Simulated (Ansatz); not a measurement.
`[F][Ga]([Cl])[Cl]` + CH₃OH → `O[CH2][Ga]([F])[Cl]` + HCl  (formal exchange of groups at a Ga–Cl bond)

Program: Ansatz. Geometries: PBE0-D4/def2-TZVP. ΔE: electronic, gas phase. CCSD(T)/CBS adds triple-zeta CCSD(T) − MP2 to the extrapolated MP2 energy (def2 sets, frozen cores). This one scheme is used for every species. Functionals use def2-TZVPP. For Ga outer-core shells are correlated without core-valence functions, which leaves a few kJ/mol of doubt a bond. Scalar relativity is left out up to krypton. One conformer a species, not always the lowest.

`[F][Ga]([Cl])[Cl]`:

```xyz
4

F     0.516    0.521    1.642
Ga    0.019    0.019    0.060
Cl   -1.523   -1.405   -0.096
Cl    0.988    0.865   -1.606
```

CH₃OH:

Cartesian coordinates in Å:
```
C 0.263 0.038 -0.237
O -1.066 -0.042 0.222
H 0.220 0.199 -1.314
H 0.825 -0.886 -0.053
H 0.811 0.877 0.211
H -1.053 -0.185 1.171
```

`O[CH2][Ga]([F])[Cl]`:

```xyz
8

O    -1.079   -1.303   -0.038
C    -0.843    0.049    0.268
Ga    0.936    0.658   -0.353
F     1.398    2.301   -0.728
Cl    2.520   -0.763   -0.588
H    -0.385   -1.847    0.346
H    -0.944    0.267    1.340
H    -1.603    0.638   -0.248
```

HCl:

Z-matrix (Å, degrees):
```
Cl
H 1 1.279
```

| species | r2SCANh-D4 energy (Eh) |
| --- | --- |
| `[F][Ga]([Cl])[Cl]` | -2945.19831 |
| CH₃OH | -115.70021 |
| `O[CH2][Ga]([F])[Cl]` | -2600.06792 |
| HCl | -460.78460 |

Problem. Work out ΔE.

Solution. ΔE = (-2600.06792) + (-460.78460) − (-2945.19831) − (-115.70021) = 0.04600 Eh = +1.25 eV. CCSD(T)/CBS gives +1.21 eV.

Problem. What do rigid-rotor, harmonic-oscillator terms from PBE0-D4/def2-TZVP frequencies (298.15 K, 1 bar) make of the CCSD(T)/CBS value? (An estimate is asked.)

Solution. Computed: ΔZPE = -0.12 eV, ΔH = +1.12 eV, ΔS = -6 J/(mol·K), ΔG = +1.14 eV.

Largest T1 diagnostic among the species: 0.013.

The D4 term adds −0.03 eV with B3LYP and −0.02 eV with PBE0; it sums over pairs of atoms, weighted by their polarisabilities, and B3LYP, whose exchange is more repulsive, gets the larger term. Leaving LDA and LC-ωPBE aside and taking each functional with its dispersion term where it has one, the values, not all of them listed here, spread over 0.24 eV, from PBE-D4 to BHLYP-D4. LDA lies −0.10 eV from PBE without D4.

B3LYP here is the variant with VWN-RPA as its local correlation; programs differ in this.
